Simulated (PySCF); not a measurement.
# One molecule, several mistakes: BGeH7NSi cation

All numbers below are calculated, not measured. The program is PySCF 2.14.0, an open-source quantum chemistry code, run on an isolated molecule that a program drew, which may never have been made. The molecule is BGeH7NSi cation (charge +1, singlet), drawn as the SMILES string `B[Si+](N)[GeH3]`.

Each row is a Hartree-Fock (HF) and frozen-core CCSD(T) single point in the cc-pV(D+d)Z basis, meant for a local HF minimum. Run 1 is clean. Each other run has one planted mistake out of seven kinds, and not every kind appears here: one electron removed, one electron added, multiplicity raised by two, geometry at a saddle point, minimal basis STO-3G, one bond length entered in bohr, all coordinates scaled. The reference is restricted for singlets and unrestricted otherwise, and also for a bond in bohr. Adding or removing an electron swaps singlet and doublet. Electrons count all cores. HOMO and LUMO are orbital energies over both spins, the gradient is its largest component, and the lowest frequency (negative if imaginary) is given only where the gradient is small. Bond lengths are over the 10 bonds as drawn. T1 is the CCSD diagnostic: over 0.02 (restricted) or 0.045 (unrestricted) a single reference is doubtful. Germanium has the cc-pVDZ-PP basis, with a core potential (ECP10MDF) in place of its 10 inner electrons, and its 3s, 3p and 3d shells are frozen in CCSD(T).

Geometry of the clean run:
```xyz
11
BGeH7NSi cation, angstrom
B     1.1973   -2.5326   -0.3540
Si    0.0750   -0.8510   -0.6258
N    -1.5620   -1.0529   -0.5213
Ge    0.8686    1.4142   -1.0837
H     1.4925   -3.1886   -1.3033
H     1.5610   -2.8117    0.7454
H    -2.0227   -1.9281   -0.3372
H    -2.2244   -0.3046   -0.6358
H     1.7239    1.7838    0.1164
H    -0.3904    2.2539   -1.2176
H     1.6672    1.3013   -2.3712
```

| run | electrons | basis functions | <S^2> | HOMO (eV) | LUMO (eV) | gradient (hartree/bohr) | lowest frequency (cm^-1) | mean bond (Å) | longest bond (Å) | T1 | HF (hartree) | CCSD(T) (hartree) | mistake |
|---|---|---|---|---|---|---|---|---|---|---|---|---|---|
| 1 | 64 | 109 | 0.000 | -15.53 | -3.78 | 2.8e-05 | 39 | 1.5088 | 2.443 | 0.0159 | -665.27819 | -665.77795 | no fault |
| 2 | 64 | 109 | 2.025 | -11.39 | -7.49 | 3.9e-02 | - | 1.5088 | 2.443 | 0.0237 | -665.12919 | -665.62026 | multiplicity raised by two |
| 3 | 64 | 109 | 1.025 | -13.75 | -5.18 | 2.6e-02 | - | 1.6559 | 3.123 | 0.0195 | -665.14568 | -665.61062 | one bond length entered in bohr |
| 4 | 64 | 109 | 0.000 | -15.86 | -3.85 | 5.0e-02 | - | 1.4334 | 2.321 | 0.0142 | -665.25053 | -665.74245 | all coordinates scaled |
| 5 | 65 | 109 | 0.774 | -5.51 | 1.21 | 5.9e-02 | - | 1.5088 | 2.443 | 0.0160 | -665.44570 | -665.95614 | ? |
| 6 | 63 | 109 | 0.792 | -22.43 | -13.38 | 6.7e-02 | - | 1.5088 | 2.443 | 0.0205 | -664.74704 | -665.22902 | ? |

**Which mistake was planted in run 5, and what did it cost?**

It counts 65 electrons, one more than the clean run, at the same geometry and basis. So the mistake is: one electron added. Subtracting run 1 and multiplying by 627.51 kcal/mol a hartree, the energy moved by -105.1 kcal/mol in HF and -111.8 kcal/mol in CCSD(T).

**Which mistake was planted in run 6, and what did it cost?**

It counts 63 electrons, one fewer than the clean run, at the same geometry and basis. So the mistake is: one electron removed. Subtracting run 1 and multiplying by 627.51 kcal/mol a hartree, the energy moved by 333.3 kcal/mol in HF and 344.5 kcal/mol in CCSD(T).

